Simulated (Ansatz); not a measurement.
Consider the hydrogen abstraction from the N–H bond: `N[SiH](N)F` + `[SiH3]`• → `[NH][SiH](N)F`• + SiH₄.

Calculated with Ansatz (gas phase, PBE0-D4/def2-TZVP geometries, no zero-point term in ΔE). CCSD(T)/CBS adds triple-zeta CCSD(T) − MP2 to the extrapolated MP2 energy (def2 sets, frozen cores). This one scheme is used for every species. Functionals use def2-TZVPP. Open shells (•) are unrestricted, without spin–orbit coupling. One conformer a species, not always the lowest.

```tsv
species	revPBE-D4 energy (Eh)
`N[SiH](N)F`	-501.97482
`[SiH3]`•	-291.18282
`[NH][SiH](N)F`•	-501.28788
SiH₄	-291.83104
```

Problem. Work out ΔE.

Solution. ΔE = (-501.28788) + (-291.83104) − (-501.97482) − (-291.18282) = 0.03872 Eh = +24.3 kcal/mol. CCSD(T)/CBS gives +25.6 kcal/mol.

Problem. What do rigid-rotor, harmonic-oscillator terms from PBE0-D4/def2-TZVP frequencies (298.15 K, 1 bar) make of the CCSD(T)/CBS value? (Estimate.)

Solution. The calculation gave: ΔZPE = -2.8 kcal/mol, ΔH = +22.9 kcal/mol, ΔS = 0 J/(mol·K), ΔG = +23.0 kcal/mol. Open shells count their whole term as degenerate.

Largest T1 diagnostic among the species: 0.015.

Leaving LDA and LC-ωPBE aside and taking each functional with its dispersion term where it has one, the values, not all of them listed here, spread over 5.3 kcal/mol, from BHLYP-D4 to PBE-QIDH. LDA lies +6.1 kcal/mol from PBE without D4. In def2-TZVPP, CCSD(T) changes the Hartree–Fock value by +9.9 kcal/mol (the triples alone add +0.9 kcal/mol) and MP2 by +15.0 kcal/mol. At CCSD(T), def2-SVP lies −1.5 kcal/mol from the extrapolated value and def2-TZVPP −0.9 kcal/mol.
